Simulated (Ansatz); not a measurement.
Cost and result up the ladder for SnEt2Ph2 (C₁₆H₂₀Sn) (37 atoms). The state is a singlet with charge 0. Geometry: PBE-D4/def2-SVP.

```
atom    x (Å)    y (Å)    z (Å)
 Sn1   0.1457  -0.0357   0.6330
  C2   2.1792  -0.2281   1.4185
  C3   2.6518   1.0399   2.1341
  H4   2.8355  -0.4827   0.5605
  H5   2.1916  -1.1050   2.0996
  H6   3.6908   0.9387   2.5164
  H7   2.6351   1.9225   1.4610
  H8   2.0116   1.2877   3.0074
  C9  -1.2736   0.0291   2.2974
 C10  -1.3351  -1.2965   3.0605
 H11  -2.2625   0.3026   1.8741
 H12  -0.9695   0.8641   2.9632
 H13  -2.0678  -1.2622   3.8959
 H14  -1.6316  -2.1384   2.4002
 H15  -0.3537  -1.5653   3.5061
 C16  -0.2944  -1.7167  -0.6607
 C17   0.2800  -2.9825  -0.4177
 C18  -0.0168  -4.0792  -1.2441
 C19  -0.8926  -3.9234  -2.3301
 C20  -1.4704  -2.6695  -2.5852
 C21  -1.1708  -1.5748  -1.7575
 H22   0.9758  -3.1242   0.4260
 H23   0.4402  -5.0604  -1.0404
 H24  -1.1246  -4.7814  -2.9800
 H25  -2.1569  -2.5420  -3.4370
 H26  -1.6274  -0.5954  -1.9770
 C27  -0.0224   1.7743  -0.5455
 C28   0.4624   1.8184  -1.8703
 C29   0.3784   2.9975  -2.6289
 C30  -0.1965   4.1517  -2.0734
 C31  -0.6862   4.1223  -0.7582
 C32  -0.5995   2.9414  -0.0019
 H33   0.9105   0.9201  -2.3266
 H34   0.7624   3.0148  -3.6611
 H35  -0.2643   5.0762  -2.6676
 H36  -1.1402   5.0242  -0.3185
 H37  -0.9941   2.9378   1.0277
```

Ansatz on 2 threads of AMD EPYC 7R13 on a shared host and a share (18 GiB) of an NVIDIA H100 80GB HBM3. Times are rough, and most runs start from the orbitals of an earlier one. PBE0-D4/def2-TZVP serves as the yardstick here, not as an exact answer. Differences are given only for rows in sets of like size (and for xTB, whose basis is part of the method), since another set adds its own error. Binding counts from free atoms at the same level (Sn triplet, C triplet, H doublet; other spins of the atoms weren't run), without zero-point energy or a counterpoise term.

In the def2 sets Sn takes a core potential; there is no spin–orbit coupling. Correlated methods freeze 20 core orbitals; core or outer-core shells of Sn are correlated, in sets that lack core-valence functions. The rows differ in basis, and correlated rows in double-zeta sets carry the largest basis error. Single mean-field runs in def2-TZVP are fitted with def2-universal-jkfit.

Correlated methods converge slowly with the basis, most of all in double-zeta sets.

```tsv
level	functions	wall time
MP2/def2-SVP	350	7.5 s
PBE-D4/def2-SVP	350	8.5 s
LDA (SPW92)/def2-TZVP	666	9.5 s
PBE0-D4/def2-TZVP (with forces)	666	10 s
BLYP-D4/def2-TZVP	666	10 s
PBE0-D4/def2-SVP	350	11 s
PBE-D4/def2-TZVP (with forces)	666	11 s
r2SCAN-D4/def2-TZVP	666	11 s
```

(1) Estimate what each level gives for the binding energy per atom (eV).

## Answers

(1) 
```tsv
level	binding energy per atom (eV)	difference from PBE0-D4/def2-TZVP (eV)	remarks
MP2/def2-SVP	4.53	–	restricted SCF unstable
PBE-D4/def2-SVP	4.82	–	–
LDA (SPW92)/def2-TZVP	5.30	0.61	–
PBE0-D4/def2-TZVP (with forces)	4.68	0.00	–
BLYP-D4/def2-TZVP	4.62	-0.06	–
PBE0-D4/def2-SVP	4.74	–	–
PBE-D4/def2-TZVP (with forces)	4.76	0.08	–
r2SCAN-D4/def2-TZVP	4.64	-0.04	–
```
